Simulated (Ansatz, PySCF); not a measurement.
C2H6OTe, SMILES CC[Te]O.

Geometry: r2SCAN-D4/def2-SVP. The def2 effective core potentials stand for the cores of Te; spin–orbit coupling is left out. One conformer was computed; it need not be the lowest.

Vertical ionisation energy (IE) and electron affinity (EA) in eV. Rows of orbital energies are one-electron estimates. Where ΔSCF, EOM or ADC give a negative EA the extra electron is unbound and the value depends on the basis.

```json
[
 {"level": "−ε(HOMO), −ε(LUMO), M06-2X/def2-TZVP (PySCF)", "IE": "7.17", "EA": "0.64"},
 {"level": "−ε(HOMO), −ε(LUMO), PBE/def2-TZVP (PySCF)", "IE": "4.92", "EA": "2.47"},
 {"level": "ΔSCF, PBE0/def2-SVPD (Ansatz), final states of multiplicity 2 and 2", "IE": "8.16", "EA": "0.09"},
 {"level": "ΔSCF, PBE/def2-SVPD (Ansatz), final states of multiplicity 2 and 2", "IE": "8.05", "EA": "0.16"}
]
```

Problem. What vertical singlet–triplet gap does ΔSCF give with PBE0/def2-SVPD (Ansatz, an electronic-structure program) and with PBE/def2-SVPD (Ansatz)? (The exact figures need the calculation; the answer reports its results.)

Solution. 2.21 and 2.18 eV (triplet above singlet where positive).
